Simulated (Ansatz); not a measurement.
Born–Oppenheimer molecular dynamics of F3GeHO (6 atoms, charge 0, multiplicity 1). It starts from a relaxed structure.

Level of theory: RKS PBE-D4/def2-SVP in Ansatz.

* ensemble: NVE (velocity Verlet)
* time step: 0.5 fs
* steps asked: 100
* starting velocities drawn for: 3000 K
* seed: 881716

First frame:

```xyz
6
Properties=species:S:1:pos:R:3
Ge -0.017 -0.006 0.033
O 0.009 -0.026 1.787
H -0.869 -0.259 2.148
F 1.613 0.013 -0.524
F -0.816 1.384 -0.620
F -0.827 -1.387 -0.625
```

How far do the bonds stretch over the last three quarters of this one trajectory? (Pairs bonded in most of those frames.)


| bond | mean (Å) | spread (Å) | shortest | longest |
| --- | --- | --- | --- | --- |
| Ge1–O2 | 1.765 | 0.019 | 1.74 | 1.80 |
| Ge1–F4 | 1.740 | 0.093 | 1.62 | 1.89 |
| Ge1–F5 | 1.757 | 0.041 | 1.68 | 1.81 |
| Ge1–F6 | 1.740 | 0.025 | 1.71 | 1.78 |
| O2–H3 | 1.004 | 0.072 | 0.89 | 1.11 |

Mean temperature of the second half: 1238 K. The conserved energy stayed within 1.5 meV per atom of its start (net change 0.3 meV per atom), so the integration is sound. A run of 0.05 ps of so small a system gives no equilibrium averages.

The run took 4 min on 1 thread of Arm Neoverse V1, with other jobs on the host, peak memory 0.12 GiB.
